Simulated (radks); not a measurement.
Spin polarisation of the 5p2 shell in Te2+. Start: [Kr] 4d10 5s2 5p(up 1, down 1); electrons of 5p are moved from spin down to spin up, other shells keep equal spins. Method: scalar-relativistic Kohn-Sham, PBE, spin-polarised, spherical densities, finite nucleus; Fermi nuclear charge, rms radius of each element as measured or else 0.836 A^(1/3) + 0.57 fm; computed with a radial shooting solver on a logarithmic mesh with Libxc functionals.

| moment (Bohr magnetons) | E - E(0) (eV) | e(5p up) (eV) | e(5p down) (eV) | 5s down minus up (eV) |
|---|---|---|---|---|
| 0 | 0.000 | -22.305 | -22.305 | 0.000 |
| 0.5 | -0.056 | -22.520 | -22.070 | 0.425 |
| 1 | -0.225 | -22.717 | -21.816 | 0.852 |
| 1.5 | -0.507 | -22.896 | -21.543 | 1.280 |
| 2 | -0.901 | -23.057 | -21.253 | 1.708 |

At moment 2 the spin-polarisation energy is -0.901 eV and the 5p exchange splitting 1.805 eV, that is 0.902 eV per Bohr magneton; E = -I m^2/4 would give I = 0.901 eV.
